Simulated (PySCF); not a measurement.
**Titanium: a sound run and one with changed settings**

Sound run: Ti [Ar] 3d2 4s2, Ti⁺ [Ar] 3d2 4s1. All numbers are calculated (PySCF 2.14, the spin-free X2C one-electron Hamiltonian (Gaussian nucleus), in aug-cc-pVDZ-DK). In the sound run the correlated levels freeze [Ar]. The sound run starts from symmetry-adapted Hartree-Fock orbitals and uses a fine grid where one is needed.

Changed run: no relativity, point nucleus. This setting is unsound on purpose.

```json
{"species": "Ti", "method": "UHF", "sound run (hartree)": "-852.74482", "changed run (hartree)": "-846.71356", "converged": "yes"}
{"species": "Ti", "method": "PBE0", "sound run (hartree)": "-853.51345", "changed run (hartree)": "-847.48263", "converged": "yes"}
{"species": "Ti", "method": "LDA", "sound run (hartree)": "-851.60606", "changed run (hartree)": "-845.57658", "converged": "yes"}
{"species": "Ti", "method": "MP2", "sound run (hartree)": "-852.78066", "changed run (hartree)": "-846.74910", "converged": "yes"}
{"species": "Ti⁺", "method": "UHF", "sound run (hartree)": "-852.54038", "changed run (hartree)": "-846.51069", "converged": "yes"}
{"species": "Ti⁺", "method": "PBE0", "sound run (hartree)": "-853.27236", "changed run (hartree)": "-847.24350", "converged": "yes"}
{"species": "Ti⁺", "method": "LDA", "sound run (hartree)": "-851.35196", "changed run (hartree)": "-845.32486", "converged": "yes"}
{"species": "Ti⁺", "method": "MP2", "sound run (hartree)": "-852.54866", "changed run (hartree)": "-846.51885", "converged": "yes"}
```

Ionisation energy of Ti:

```tsv
method	sound run (eV)	changed run (eV)
UHF	5.563	5.520
PBE0	6.560	6.507
LDA	6.914	6.849
MP2	6.313	6.265
SCS-MP2	6.467	6.419
```

Most of the change in total energy is the relativistic energy itself. On top of that the contraction fixes the core shape for the Hamiltonian it was made with, so the changed run is not a good calculation with the other Hamiltonian either.

For comparison, NIST gives 6.828 eV between the lowest levels.
